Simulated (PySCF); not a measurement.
Species: C₄H₁₂O₂Si.
Bonds: C1–O2, O2–Si3, Si3–C4, Si3–C5, Si3–O6, O6–C7. Hydrogens: H8, H9, H10 on C1; H11, H12, H13 on C4; H14, H15, H16 on C5; H17, H18, H19 on C7.

Torsions of this conformer, `[CH3:1][O:2][Si:3]([CH3:4])([CH3:5])[O:6][CH3:7]`: C1–O2–Si3–C4 175°, O2–Si3–O6–C7 -171°.

The closed-shell ground state was solved at several levels (PySCF, density fitting, gas phase, non-relativistic). Geometry: PBE0-D3(BJ)/def2-TZVP, one conformer, isolated molecule.

```
           level  basis functions  total energy (Eh)  HOMO (eV)  LUMO (eV)  gap (eV)  dipole (D)
  B97-2/pcSseg-2              427          -599.7320      -7.42       0.45      7.87        1.57
wB97X-D/pcSseg-2              427          -599.7326      -9.57       2.08     11.65        1.63
    KT3/pcSseg-2              427          -606.6784      -6.38      -0.46      5.92        1.45
```

What might PBE0/pcSseg-2 (427 basis functions) give for the same quantities?

Total energy -599.3500 Eh, HOMO -7.68 eV, LUMO 0.41 eV, gap 8.09 eV, dipole 1.59 D.

Over all these levels, which gives the widest orbital gap and which the narrowest?

wB97X-D/pcSseg-2 (range-separated hybrid) has the widest, 11.65 eV, and KT3/pcSseg-2 (GGA) the narrowest, 5.92 eV. From the narrowest to the widest the HOMO moves by -3.19 eV and the LUMO by +2.54 eV.

In the pcSseg-2 basis, how does the gap go with the fixed share of exact exchange?

KT3 (0 %) 5.92 eV; B97-2 (21 %) 7.87 eV; PBE0 (25 %) 8.09 eV. Each rise in the share widens the gap here.

How far do the dipole and the HOMO energy spread over the levels?

The dipole runs from 1.45 to 1.63 D (mean 1.56 D) and the HOMO from -9.57 to -6.38 eV.

wB97X-D is run here without its empirical dispersion term; that term would change no orbital, density or response property at a fixed geometry.
